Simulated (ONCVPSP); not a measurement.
LDA (Perdew-Wang 92) ONCV dataset for Mg, scalar-relativistic all-electron reference.

* Element: magnesium
* Generator: ONCVPSP 4.0.1
* Type: optimised norm-conserving Vanderbilt (ONCV)
* Functional: LDA (Perdew-Wang 92)
* Relativity: scalar-relativistic
* Frozen core: [He]
* Valence charge: 10
* Reference configuration: 2s2 2p6 (charge +2)
* Partial waves: 2s: rc 0.95 bohr, ncon 4, nbas 7, qcut 16.1 1/bohr, 2 projectors, debl 2.8 Ha; 2p: rc 0.60 bohr, ncon 5, nbas 9, qcut 13.5 1/bohr, 2 projectors, debl 3 Ha; d scattering state at 0.08 Ha: rc 0.85 bohr, ncon 4, nbas 7, qcut 12 1/bohr, 2 projectors, debl 3.1 Ha
* Local potential: polynomial inside 0.50 bohr (lpopt 5, dvloc0 6 Ha)
* Core correction: polynomial model core, fcfact 0.6

In the s channel the program set the typed energies aside and used -3.655, 0.250 Ha.

(1) Estimate the cutoffs (Ha) at which the residual kinetic energy of the hardest occupied pseudo-wave falls to 1 and 0.1 mHa per electron.

(2) Does the potential have ghost states?

(3) Which valence shell sets the plane-wave cutoff?

(4) Tests: 2s2 2p6 3s2; 2s2 2p6 3s1; 2s2 2p6 3s1.5; 2s2 2p6 3s1 3p1. Which has the largest error in its energy relative to the reference configuration, and how large is it?

Answers

(1) 641 Ha and 743 Ha.

(2) No bound ghost flagged; GHOST(+) flags only above 600 eV.

(3) 2p: 641 Ha for 1 mHa per electron, against 68 Ha for 2s.

(4) 2s2 2p6 3s2, with +0.4 meV (all-electron minus pseudo) on -23.11 eV.
